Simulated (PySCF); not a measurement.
# How methods differ on the ionisation energy of Ti²⁺

Ti²⁺ [Ar] 3d2 (3F) → Ti³⁺ [Ar] 3d1 (2D), as a difference of total energies. Computed with PySCF 2.14 in pcseg-2 (6s4p3d2f1g, 56 functions), with the non-relativistic Hamiltonian (point nucleus). Correlated levels: valence: [Ar] frozen. The calculations carry no spin-orbit coupling.

```tsv
method	ionisation energy (eV)	difference from reference (eV)
UHF	26.674	-0.818
LDA	28.188	+0.696
M06-L	27.552	+0.060
MP2 (valence)	26.785	-0.707
SCS-MP2 (valence)	26.711	-0.781
```

Reference: 27.492 eV (measured; NIST Atomic Spectra Database, ionization energies).

These non-relativistic numbers lack the scalar-relativistic shift.

The reference lies between the lowest fine-structure levels, while these numbers refer to the centres of the terms.

Errors of the correlated levels include the incompleteness of this basis and the frozen core.
